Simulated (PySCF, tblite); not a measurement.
Isomers of C5H8F3Si (doublet state), one GFN2-xTB conformer each. Single-point energies are computed at B3LYP/pcH-1 (PySCF, gas phase, no added dispersion term), electronic only. GFN2-xTB treats the open shell by occupation alone, and not every SCF solution was tested for stability.

```
                       SMILES  GFN2-xTB relative energy (kcal/mol)
      C=C(C[SiH3])[C](F)C(F)F                                 43.4
FC(F)[C@@H]1[CH]C[Si@@H](F)C1                                  0.0
     C/C=[C]\[Si@@H](CF)C(F)F                                 75.4
```

Conformers: `[CH2:1]=[C:2]([CH2:3][SiH3:4])[C:5]([F:6])[CH:7]([F:8])[F:9]` (doublet state) with C1–C2–C3–Si4 95°, C1–C2–C5–F6 180°, C2–C5–C7–F8 -58°; `[F:1][CH:2]([F:3])[C@@H:4]1[CH:5][CH2:6][Si@@H:7]([F:8])[CH2:9]1` (doublet state) with F1–C2–C4–C5 60°, C2–C4–C5–C6 -91°, C4–C5–C6–Si7 -10°, C5–C6–Si7–F8 -121°, C6–Si7–C9–C4 23°; `[CH3:1]/[CH:2]=[C:3]\[Si@@H:4]([CH2:5][F:6])[CH:7]([F:8])[F:9]` (doublet state) with C2–C3–Si4–C5 91°, C3–Si4–C5–F6 -65°, C3–Si4–C7–F8 78°.

Problem. What does B3LYP/pcH-1 give for the same structures?

Solution. 
```csv
SMILES,B3LYP/pcH-1 E (Eh),B3LYP/pcH-1 (kcal/mol),GFN2-xTB (kcal/mol),point group
FC(F)[C@@H]1[CH]C[Si@@H](F)C1,-784.42697,0.0,0.0,C1
C=C(C[SiH3])[C](F)C(F)F,-784.33885,55.3,43.4,C1
C/C=[C]\[Si@@H](CF)C(F)F,-784.30916,73.9,75.4,C1
```

Both levels put the same isomer lowest; measured from each level's own lowest isomer, the values differ by up to 11.9 kcal/mol (C=C(C[SiH3])[C](F)C(F)F: 43.4 against 55.3). As drawn, the lowest has an Si–F bond, which the highest lacks.

Problem. What happens when harmonic zero-point energies from GFN2-xTB frequencies are added?

Solution. 
```csv
SMILES,ZPE (kcal/mol),electronic (kcal/mol),with ZPE (kcal/mol)
FC(F)[C@@H]1[CH]C[Si@@H](F)C1,74.3,0.0,0.0
C=C(C[SiH3])[C](F)C(F)F,69.9,55.3,50.9
C/C=[C]\[Si@@H](CF)C(F)F,72.0,73.9,71.6
```

The zero-point energies span 4.4 kcal/mol. The order is unchanged.
